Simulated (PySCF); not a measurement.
# How methods differ on the excitation energy of Mo

Mo [Kr] 4d5 5s1 (7S) → Mo [Kr] 4d4 5s2 (5D), as a difference of total energies. All numbers are calculated (PySCF 2.14, scalar relativity by spin-free X2C-1e, in x2c-TZVPPall with one added diffuse shell each of s, p, d, f type (9s7p7d3f1g, 95 functions)). Correlated levels: valence: [Kr] frozen; valence and next inner shell: [Ar] 3d10 frozen. The calculations carry no spin-orbit coupling.

```tsv
method	excitation energy (eV)
UHF	2.196
LDA	1.952
PBE	2.085
PBE0	2.144
r2SCAN	2.409
LC-wPBE	2.145
PBEsol	2.166
CAM-B3LYP	1.489
M06-L	1.402
MP2 (valence)	1.848
SCS-MP2 (valence)	1.101
MP2 (valence and next inner shell)	1.928
SCS-MP2 (valence and next inner shell)	1.314
```

Problem. How much does correlation contribute at MP2 (valence and next inner shell)?

Solution. 1.928 − (2.196) = -0.268 eV, measured against UHF.

A first-order spin-orbit estimate (lowest level to lowest level, LS coupling) adds -0.135 eV.
